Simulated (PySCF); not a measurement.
Numbering as in the mapped SMILES `[CH2:1]=[C:2]([CH3:3])[SiH2:4][C:5]#[N:6]` (H(Xn): hydrogen on atom n). Ha(C1) is cis to C3; Hb(C1) is trans to C3.

Geometry: PBE0-D3(BJ)/def2-SVP; GIAO shifts from PySCF, gas phase, non-relativistic, averaged over equivalent atoms.

At BHandHLYP/pcSseg-1 (144 basis functions, 12 s wall time on 1 thread of an Arm Neoverse V2, shared host):
```csv
atoms,δ (ppm)
C2,146.9
C1,143.1
C5,128.0
C3,23.6
Si4,-62.8
N6,379.3
Ha(C1),6.05
Hb(C1),5.85
H(Si4),4.27
H(C3),2.11
```

Chemical shifts δ = σref − σ; $^{13}$C (183.98 ppm), $^{29}$Si (358.43 ppm), $^{1}$H (31.44 ppm) vs TMS; $^{15}$N (265.03 ppm) vs NH3, all at this level.

Question: Predict the values at KT3/pcSseg-1 on the same geometry.

Answer: 
```tsv
atoms	δ at KT3/pcSseg-1	change
C2	133.0	-13.9
C1	129.3	-13.8
C5	108.7	-19.3
C3	25.4	+1.8
Si4	-68.7	-5.9
N6	342.4	-36.9
Ha(C1)	5.93	-0.12
Hb(C1)	5.71	-0.14
H(Si4)	4.34	+0.07
H(C3)	2.12	+0.01
```

Scale: TMS for $^{13}$C (σref 182.31) and $^{29}$Si (σref 365.51) and $^{1}$H (σref 31.32); NH3 for $^{15}$N (σref 262.01) (reference shieldings calculated alike).

The largest change is at N6 (nitrile nitrogen). Cost: 144 basis functions, 23 s wall time on 1 thread of an Arm Neoverse V1, shared host. The order of the carbon signals is the same at both levels.

Experimental scales use liquid or dissolved standards, which lie at an offset from isolated NH3 (liquid NH3: subtract about 20 ppm). Unscaled 15N shifts of sp2 nitrogen come out 20 to 40 ppm too high even then.
